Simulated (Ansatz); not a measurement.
Mulliken charges of CH4BFSi (`F[SiH]1BC1`) from ωB97M-V/def2-TZVPP in Ansatz (PBE0-D4/def2-TZVP geometry).

```
atom   x (Å)   y (Å)   z (Å)  charge (e)
  F1  -2.151  -0.506  -0.056      -0.301
 Si2  -0.916   0.511  -0.124       0.397
  B3   0.645   0.413   0.930      -0.108
  C4   0.713  -0.662  -0.095      -0.330
  H5  -1.260   1.444  -1.223      -0.021
  H6   1.490   1.125   1.364       0.095
  H7   1.620  -0.939  -0.630       0.115
  H8  -0.049  -1.444  -0.222       0.153
```

Problem. By hand: the dipole of these point charges (1 e Å = 4.8032 D).

Solution. Σ q r = (0.326, 0.277, -0.053) e Å, of length 0.431 e Å = 2.07 D.

Problem. How does the dipole of the full density compare? (Estimate.)

Solution. The calculation gave: (0.068, 0.061, -0.169) e Å, 0.92 D; the point charges give 2.25 times that, at 55° from its direction.

Point charges leave out the atoms' own dipoles, such as those of lone pairs, and Mulliken's split depends on the basis, so the two needn't agree.
